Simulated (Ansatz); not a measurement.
Which method gave which barrier?

Saddle point of InH$_{2}$BrCl$_{2}$, singlet (InBrCl₂ ([Cl][In]([Cl])[Br]) + H₂ → InHCl₂ ([Cl][InH][Cl]) + HBr (still joined by a long In–Br bond); bonds formed: In1–H6, Br2–H5; bonds broken: H5–H6; bonds weakened to dative contacts: In1–Br2), PBE0-D4/def2-TZVP structure:

```xyz
6
angstrom
In -0.3267 -0.0091 -0.5567
Br 0.6223 -0.9372 1.8840
Cl 0.6357 -1.2042 -2.2677
Cl -2.5828 0.4023 -0.4055
H 0.8851 0.5001 1.0983
H 0.7663 1.2482 0.2476
```

Ansatz 0.2.0; basis: def2-TZVPP, with def2-QZVPP for the basis limit; cores frozen in the correlated methods. Filled d shells of the heavier atoms are correlated. Core potentials replace the inner electrons of the atoms past krypton. The def2 sets are not built for correlating such inner shells, so the correlated values are less sure here. B3LYP uses VWN-RPA correlation. Extrapolation: Hartree–Fock as exp(−7.88 √X), correlation as X^−2.97. Four methods, as single points on the PBE0-D4 structures, gave these electronic barriers from the start structure: 29.23, 34.81, 36.83, 47.36 kcal/mol.

(1) The methods were, in alphabetical order, B3LYP-D4, HF, MP2, PBE-D4. Which gave which? (A judgement: the text doesn't fix the answer.)

No T1 diagnostic of these runs exceeds 0.012. The end structure is not quite a true minimum (one mode of 83i cm⁻¹).

## Answers

(1) By the calculation: PBE-D4 29.23; B3LYP-D4 34.81; MP2 36.83; HF 47.36 kcal/mol. For comparison, CCSD(T) at an estimated basis limit (MP2 extrapolated from triple and quadruple zeta, plus CCSD(T) − MP2 in triple zeta) gives 36.44 kcal/mol.

Labels in which every atom is bracketed show which atoms are joined, not bond orders.

For scale, one of the runs: CCSD(T)/def2-TZVPP, 210 basis functions, launched by `ansatz run in.yaml --threads 8 --pin off --events-out ev --progress --plain --max-ram 19148MiB`. The run took 29 s on 8 CPU threads of an AMD EPYC 7R43 (shared host), with 2.1 GiB of host memory at its peak.
